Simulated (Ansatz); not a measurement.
Ansatz (an electronic-structure program) input:

Ansatz 0.2 input:
```yaml
crystal:
  periodic: [false, false, false]
  atoms:
    - {symbol: C, position_ang: [1.54176547, -0.52704303, -0.40285908]}
    - {symbol: Sn, position_ang: [-0.90270343, -0.41576528, -0.49123714]}
    - {symbol: O, position_ang: [-1.26096629, 1.52697461, -1.05571535]}
    - {symbol: O, position_ang: [-1.55961787, -0.20063838, 1.47453772]}
    - {symbol: H, position_ang: [1.88007379, -0.06538917, -1.31792411]}
    - {symbol: H, position_ang: [1.75091516, 0.06542022, 0.47571992]}
    - {symbol: H, position_ang: [1.83844814, -1.56183478, -0.30646760]}
    - {symbol: H, position_ang: [-1.77465829, 2.04379865, -0.43687850]}
    - {symbol: H, position_ang: [-1.56628367, -0.92054661, 2.10052574]}
basis:
  gaussian:
    orbitals: def2-TZVP
hamiltonian:
  xc: b3lyp
  dispersion: d3bj
magnetization: {spin_polarized: true, initial_magnetization: 1}
relax: {f_tol: 0.002, max_steps: 150}
```

Task: What final total energy does it print?

Result: -406.05288 Eh (B3LYP-D3(BJ)/def2-TZVP). The basis has 173 functions.

It need not be the lowest isomer of its formula.
